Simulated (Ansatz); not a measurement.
`B[CH2][AlH][OH]` and `B[CH2][AlH][CH3]` differ in one atom or group.

Ansatz, PBE0-D4/def2-TZVP geometries, multiplicity 1. Each molecule was computed in one conformer, which needn't be the lowest.

```
                                          property  `B[CH2][AlH][OH]`
               HOMO energy (B3LYP/def2-TZVPP) / eV              -8.01
               LUMO energy (B3LYP/def2-TZVPP) / eV              -1.71
size of the dipole moment (ωB97M-V/def2-TZVPP) / D               1.94
           HOMO–LUMO gap (ωB97M-V/def2-TZVPP) / eV              10.67
              HOMO–LUMO gap (PBE0/def2-TZVPP) / eV               6.71
             HOMO–LUMO gap (B3LYP/def2-TZVPP) / eV               6.30
```

Task: Give the same properties after the change, and the shifts. (Estimate.)

Result: Computed: 
| property | `B[CH2][AlH][CH3]` | shift |
| --- | --- | --- |
| HOMO energy (B3LYP/def2-TZVPP) / eV | -7.79 | 0.22 |
| LUMO energy (B3LYP/def2-TZVPP) / eV | -1.90 | -0.19 |
| size of the dipole moment (ωB97M-V/def2-TZVPP) / D | 1.50 | -0.44 |
| HOMO–LUMO gap (ωB97M-V/def2-TZVPP) / eV | 10.22 | -0.45 |
| HOMO–LUMO gap (PBE0/def2-TZVPP) / eV | 6.32 | -0.39 |
| HOMO–LUMO gap (B3LYP/def2-TZVPP) / eV | 5.89 | -0.41 |

With PBE0 the HOMO rises by 0.21 eV and the LUMO falls by 0.18 eV, so the gap narrows by about 0.39 eV. PBE moves the HOMO by 0.16 eV and ωB97M-V by 0.20 eV. The zero-point energy changes by 56.1 kJ/mol with +6 modes. Dipoles are sizes alone; their direction can turn.

B3LYP here is the variant with VWN-RPA as its local correlation; programs differ in this.
